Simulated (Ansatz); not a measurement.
Rb₄I₃. The state is a doublet with charge 0. Geometry PBE0-D4/def2-SVP.

```tsv
atom	x (Å)	y (Å)	z (Å)
Rb1	-1.708	-0.110	-2.633
Rb2	0.194	-3.063	0.665
Rb3	2.156	1.332	-0.052
Rb4	-2.203	0.879	2.059
I5	1.556	-1.444	-2.190
I6	1.026	-0.383	2.847
I7	-1.020	2.789	-0.695
```

In the def2 sets I, Rb take a core potential; there is no spin–orbit coupling. LC-ωPBE has ω = 0.4 bohr⁻¹. The structure comes from a short search, and lower isomers may exist.

(1) Estimate the α-spin orbital energies around the gap (eV) in Ansatz with PBE-D4/def2-TZVP, BLYP-D4/def2-TZVP, r2SCAN-D4/def2-TZVP, PBE0-D4/def2-TZVP, LC-ωPBE/def2-TZVP.

## Answers

(1) 
```csv
orbital,PBE-D4/def2-TZVP,BLYP-D4/def2-TZVP,r2SCAN-D4/def2-TZVP,PBE0-D4/def2-TZVP,LC-ωPBE/def2-TZVP
HOMO−5,-5.41,-5.21,-5.67,-6.48,-9.00
HOMO−4,-5.41,-5.21,-5.67,-6.48,-9.00
HOMO−3,-5.32,-5.12,-5.59,-6.39,-8.89
HOMO−2,-5.25,-5.06,-5.52,-6.32,-8.82
HOMO−1,-5.25,-5.06,-5.52,-6.32,-8.82
HOMO,-2.32,-2.19,-2.23,-2.68,-4.01
LUMO,-1.33,-1.29,-1.03,-0.89,0.21
LUMO+1,-1.33,-1.29,-1.03,-0.89,0.21
LUMO+2,-1.06,-0.98,-0.55,-0.60,0.35
LUMO+3,-0.69,-0.61,-0.33,-0.29,0.51
LUMO+4,-0.46,-0.32,-0.09,-0.09,0.65
LUMO+5,-0.38,-0.27,-0.02,-0.02,0.65
β HOMO,-5.24,-5.05,-5.51,-6.31,-8.80
β LUMO,-1.83,-1.77,-1.49,-1.25,0.05
```
